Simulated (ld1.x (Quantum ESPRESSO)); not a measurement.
An all-electron radial function and its pseudo partner (S (Z = 16))

Columns: radius, all-electron u(r) and pseudo u(r) of the 3s shell (level -17.19 eV) of sulfur in the configuration [Ne] 3s2 3p4; PBEsol, scalar-relativistic, RRKJ scheme, ld1.x (Quantum ESPRESSO) 7.5.

| r (bohr) | all-electron | pseudo |
| --- | --- | --- |
| 0.072 | 0.1903 | 0.0030 |
| 0.145 | -0.0609 | 0.0101 |
| 0.217 | -0.2873 | 0.0245 |
| 0.290 | -0.3970 | 0.0492 |
| 0.362 | -0.3954 | 0.0851 |
| 0.435 | -0.3156 | 0.1335 |
| 0.507 | -0.1912 | 0.1920 |
| 0.580 | -0.0437 | 0.2603 |
| 0.652 | 0.1060 | 0.3337 |
| 0.725 | 0.2510 | 0.4111 |
| 0.798 | 0.3825 | 0.4882 |
| 0.870 | 0.4957 | 0.5611 |
| 0.942 | 0.5916 | 0.6285 |
| 1.015 | 0.6711 | 0.6890 |
| 1.088 | 0.7334 | 0.7403 |
| 1.160 | 0.7793 | 0.7811 |
| 1.232 | 0.8112 | 0.8114 |
| 1.305 | 0.8311 | 0.8311 |
| 1.378 | 0.8399 | 0.8399 |
| 1.450 | 0.8396 | 0.8396 |
| 1.522 | 0.8318 | 0.8318 |
| 1.595 | 0.8175 | 0.8175 |
| 1.668 | 0.7982 | 0.7982 |
| 1.740 | 0.7752 | 0.7752 |
| 1.812 | 0.7493 | 0.7493 |
| 1.885 | 0.7208 | 0.7208 |

Q: How many radial nodes do the two functions have?

A: The all-electron 3s function has n − l − 1 = 2; the pseudo-wave has 0, since the states of the same l below it are removed with the core.

Q: At about which radius was the pseudo-wave matched?

A: 1.30 bohr, where the columns begin to agree (steps of 0.07 bohr).

Q: Is the pseudo-wave norm-conserving?

A: Yes: the RRKJ scheme keeps the norm inside the radius equal to the all-electron one, which fixes the energy derivative of the logarithmic derivative at the level.
